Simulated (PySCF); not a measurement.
## Re: excitation energy

Re [Xe] 4f14 5d5 6s2 (6S) → Re [Xe] 4f14 5d5 6s1 6p1 (8P), as a difference of total energies. Calculation: PySCF 2.14, in ANO-RCC-VTZP (8s7p5d3f2g1h, 104 functions); scalar relativity by spin-free X2C-1e. Correlated levels: valence: [Xe] 4f14 frozen. The calculations carry no spin-orbit coupling.

```tsv
method	excitation energy (cm⁻¹)
UHF	13001
LDA	28902
PBE	26263
PBE0	23864
r2SCAN	22492
MP2 (valence)	21689
SCS-MP2 (valence)	24642
```

A first-order spin-orbit estimate (lowest level to lowest level, LS coupling) adds -0.420 eV.

The basis was made for the ground configuration and has no added diffuse functions, so the excitation energy can come out too high.
